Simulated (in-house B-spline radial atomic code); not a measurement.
# V³⁺: [He] 2s1 (2p1/2)2 (2p3/2)3 3s2 3p6 3d4 (with a hole in an inner shell)

Computed with an all-electron radial atomic-structure program (B-spline basis): Dirac-Hartree-Fock, average of the jj configuration, Fermi nucleus of rms radius 3.6002 fm.

Effective charges: Z_r = [3n² - l(l+1)]/(2<r>) from the radius, Z_e = n√(-2ε) from the energy, and Slater's rules. Values are occupation-weighted means over j.

| shell | electrons | ε (eV) | <r> (bohr) | Z_r | Z_e | Slater |
| --- | --- | --- | --- | --- | --- | --- |
| 1s | 2 | -5668.7 | 0.06633 | 22.62 | 20.41 | 22.70 |
| 2s | 1 | -754.03 | 0.3011 | 19.93 | 14.89 | 19.55 |
| 2p | 5 | -648.44 | 0.2654 | 18.84 | 13.81 | 19.55 |
| 3s | 2 | -131.46 | 0.8908 | 15.16 | 9.33 | 13.45 |
| 3p | 6 | -99.158 | 0.927 | 13.48 | 8.10 | 13.45 |
| 3d | 4 | -53.52 | 1.009 | 10.41 | 5.95 | 5.95 |

The least bound orbital is 3d5/2 at -53.32 eV, and it is also the most diffuse (<r> = 1.013 bohr). The part-filled 2s shell lies below the filled 3p shell in orbital energy.

For the 1s electron the small component carries 0.681 % of the norm, the zero-frequency Breit interaction raises the level by 5.497 eV, self-energy by 2.707 eV, and vacuum polarisation lowers it by 0.2155 eV.
